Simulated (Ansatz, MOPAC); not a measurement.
Molecule: HgBr2, net charge 0, singlet state. SMILES: [Br][Hg][Br]

Atoms: Hg1, Br2, Br3. Bonds: Hg1-Br2, Hg1-Br3.

Bond lengths (Å) and angles (degrees) optimised at AM1 with MOPAC; PM6 with MOPAC; MNDO with MOPAC; HF/LANL2DZ with Ansatz (a quantum-chemistry and plane-wave program); B3LYP/LANL2DZ with Ansatz; MP2/LANL2DZ with Ansatz, each started from the B3LYP-D3(BJ)/def2-TZVP structure (Ansatz) of the last column. A row stands for all coordinates that are equal there. No wavenumbers were computed at MNDO, MP2/LANL2DZ, so these may be saddle points.

```csv
coordinate,AM1,PM6,MNDO,HF/LANL2DZ,B3LYP/LANL2DZ,MP2/LANL2DZ,B3LYP-D3(BJ)/def2-TZVP
Hg1-Br2,2.250,2.251,2.363,2.514,2.583,2.510,2.425
Br2-Hg1-Br3,180.0,180.0,180.0,180.0,180.0,180.0,180.0
```

Mean signed difference of all 2 bond lengths from B3LYP-D3(BJ)/def2-TZVP: AM1 -0.175 Å, PM6 -0.174 Å, MNDO -0.062 Å, HF/LANL2DZ 0.090 Å, B3LYP/LANL2DZ 0.158 Å, MP2/LANL2DZ 0.085 Å.
